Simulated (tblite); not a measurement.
C₅H₇BCl₂O₂.
Atom-mapped SMILES: `[CH3:1]/[CH:2]=[C:3](\[B:4]([Cl:5])[Cl:6])[C:7](=[O:8])[O:9][CH3:10]` (hydrogens: H11, H12, H13 on C1; H14 on C2; H15, H16, H17 on C10)

Computed with GFN2-xTB (tblite), gas phase: L-BFGS steps from a force-field or distance-geometry start until the largest atomic force falls under 0.01 eV/Å.

The end geometry, which sets the zero of energy:
```
atom  x, y, z in Å
C1     -2.7998    0.9497    0.0939
C2     -1.3223    1.0002    0.1575
C3     -0.4607   -0.0034   -0.0795
B4     -0.8131   -1.4799   -0.4671
Cl5    -0.0718   -2.2259   -1.8220
Cl6    -1.9508   -2.3953    0.4437
C7      0.9836    0.3624    0.0328
O8      1.4078    1.4875    0.1043
O9      1.7626   -0.7255    0.0764
C10     3.1606   -0.4905    0.1807
H11    -3.1689   -0.0373   -0.1654
H12    -3.2121    1.2472    1.0577
H13    -3.1534    1.6727   -0.6410
H14    -0.8943    1.9676    0.4003
H15     3.5269    0.0036   -0.7213
H16     3.6248   -1.4663    0.2966
H17     3.3739    0.1452    1.0424
```

Problem. These geometries come from the run, each turned onto the end geometry. Order them by energy, lowest first.
A.
```
atom  x, y, z in Å
C1     -2.8408    0.9329    0.0370
C2     -1.3630    1.0715    0.1309
C3     -0.4708    0.0546   -0.0463
B4     -0.9441   -1.4250   -0.3615
Cl5     0.0390   -2.5054   -1.4861
Cl6    -2.3241   -2.2337    0.5830
C7      0.9779    0.3460   -0.0072
O8      1.4020    1.5382   -0.0473
O9      1.8974   -0.7130    0.1110
C10     3.2950   -0.5057    0.1610
H11    -3.1353    0.4411   -0.9179
H12    -3.2476    0.3591    0.9025
H13    -3.3175    1.9459    0.0694
H14    -0.9826    2.0650    0.3357
H15     3.6381    0.0039   -0.7722
H16     3.8050   -1.4853    0.2576
H17     3.5645    0.1220    1.0403
```
B.
```
atom  x, y, z in Å
C1     -2.7844    0.9526    0.1360
C2     -1.3059    0.9987    0.0957
C3     -0.4586   -0.0135   -0.1648
B4     -0.8270   -1.4980   -0.4939
Cl5    -0.0469   -2.3583   -1.7512
Cl6    -2.0575   -2.3150    0.3980
C7      0.9890    0.3532   -0.0993
O8      1.4242    1.4745   -0.1631
O9      1.7612   -0.7237    0.0971
C10     3.1527   -0.4654    0.2491
H11    -3.1808    0.0573   -0.3320
H12    -3.1104    0.9602    1.1771
H13    -3.2037    1.8414   -0.3325
H14    -0.8558    1.9641    0.3012
H15     3.5419    0.0530   -0.6302
H16     3.6390   -1.4305    0.3736
H17     3.3161    0.1613    1.1291
```
C.
```
atom  x, y, z in Å
C1     -2.7789    0.9557    0.0956
C2     -1.3009    1.0051    0.0783
C3     -0.4566   -0.0200   -0.1372
B4     -0.8542   -1.5062   -0.4254
Cl5    -0.0622   -2.4108   -1.6520
Cl6    -2.1166   -2.2727    0.4540
C7      0.9907    0.3483   -0.0661
O8      1.4064    1.4792   -0.1124
O9      1.7775   -0.7215    0.0966
C10     3.1691   -0.4546    0.2240
H11    -3.1704    0.1819   -0.5620
H12    -3.1010    0.7128    1.1110
H13    -3.1947    1.9268   -0.1687
H14    -0.8525    1.9699    0.2828
H15     3.5377    0.0632   -0.6638
H16     3.6518   -1.4216    0.3382
H17     3.3478    0.1765    1.0971
```
D.
```
atom  x, y, z in Å
C1     -2.7888    0.9463    0.0455
C2     -1.3092    1.0265    0.1138
C3     -0.4524    0.0022   -0.0590
B4     -0.8483   -1.4873   -0.3242
Cl5    -0.0001   -2.4593   -1.4508
Cl6    -2.1838   -2.1975    0.4970
C7      0.9931    0.3721    0.0094
O8      1.4123    1.5013   -0.0217
O9      1.7778   -0.7054    0.1284
C10     3.1788   -0.4694    0.1608
H11    -3.0950    0.4211   -0.8583
H12    -3.1723    0.3793    0.8942
H13    -3.2283    1.9392    0.0578
H14    -0.8728    2.0032    0.2938
H15     3.4959    0.0299   -0.7566
H16     3.6466   -1.4470    0.2437
H17     3.4392    0.1569    1.0162
```
E.
```
atom  x, y, z in Å
C1     -2.7933    0.9485    0.1533
C2     -1.3149    1.0025    0.1193
C3     -0.4625   -0.0007   -0.1545
B4     -0.8109   -1.4843   -0.5100
Cl5     0.0143   -2.2887   -1.7806
Cl6    -2.0145   -2.3603    0.3538
C7      0.9858    0.3664   -0.0958
O8      1.4219    1.4851   -0.1849
O9      1.7484   -0.7128    0.1184
C10     3.1447   -0.4833    0.2504
H11    -3.1821   -0.0022   -0.1965
H12    -3.1322    1.1159    1.1777
H13    -3.2019    1.7550   -0.4549
H14    -0.8821    1.9728    0.3406
H15     3.5312    0.0223   -0.6362
H16     3.5987   -1.4641    0.3647
H17     3.3425    0.1401    1.1251
```

Solution. E (0.007 eV), B (0.012 eV), C (0.022 eV), D (0.039 eV), A (0.820 eV).

In the order of the answer:

| step | E above end (eV) | largest force (eV/Å) | rms force component (eV/Å) | rms distance from end (Å) | rms bond change (Å) | bond most changed (Å) |
| --- | --- | --- | --- | --- | --- | --- |
| 75 | 0.007 | 0.05 | 0.013 | 0.123 | 0.001 | C1–H12 +0.002 |
| 67 | 0.012 | 0.12 | 0.030 | 0.165 | 0.002 | B4–Cl6 +0.004 |
| 52 | 0.022 | 0.10 | 0.036 | 0.244 | 0.002 | C1–H11 +0.003 |
| 20 | 0.039 | 0.08 | 0.019 | 0.376 | 0.002 | C1–H13 -0.004 |
| 0 | 0.820 | 4.30 | 1.035 | 0.408 | 0.055 | B4–Cl6 +0.137 |

The cost below is that of the whole relaxation. Time: 2.1 s wall. Hardware: one thread, Arm Neoverse N1 (aarch64) (shared host).
